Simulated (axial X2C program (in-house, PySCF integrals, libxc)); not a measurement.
TiN⁻: from the spin-free to the two-component result

All values were computed with an axial X2C code built on PySCF integrals. Spin-free means the one-electron spin-free X2C Hamiltonian; two-component (2c) means X2C with spin–orbit coupling and atomic mean-field two-electron Coulomb and Gaunt terms, so the difference of the two also holds small scalar two-electron terms. Basis: Ti dyall-acv3z [11s11p7d4f2g], N dyall-av3z [7s7p3d2f] (cores contracted in-house); Gaussian nuclei, density fitting, unrestricted open shells. Masses: Ti 47.948 u, N 14.003 u.

Spin-free state: M_S = 0, Λ = 0 (closed shell); fragments Ti- + N.

```tsv
level	Re (Å)	ωe (cm⁻¹)	De (eV)	μ (D)
PBE0	1.568	1139.3	5.858	0.81
TPSSh	1.587	1098.3	6.033	0.89
```

Dipoles are positive if N is the positive end and refer to the centre of mass.

Two-component determinant lowest at the distance of the search:

Ω = 0 (closed shell); fragments Ti- + N.

| level | Re (Å) | ωe (cm⁻¹) | De (eV) | μ (D) |
| --- | --- | --- | --- | --- |
| PBE0 | 1.568 | 1139.2 | 5.844 | 0.82 |
| TPSSh | 1.587 | 1098.1 | 6.030 | 0.90 |

(1) From the two tables, how do the constants change at the PBE0 level (2c against spin-free)?

The state is a single determinant with fixed occupations, the lowest that a limited PBE0 search found. Closed shells are restricted here (equal orbitals for both partners); the stretched side of such a curve lies too high. De is counted from the lowest determinant-based energies of the atoms at the same level, without counterpoise correction. In 2c an atomic determinant is not the ground J level, so De misses part of the atomic spin–orbit lowering. This holds for PBE0. Without a current term, density functionals place determinants with orbital angular momentum somewhat too high. The highest occupied level of some functionals is positive through self-interaction error; at Hartree–Fock it is bound.

## Answers

(1) At the PBE0 level Re is unchanged within 0.001 Å and ωe stays the same within 0.2 cm⁻¹; De is not compared, since the atomic limits differ or miss part of their spin–orbit lowering.
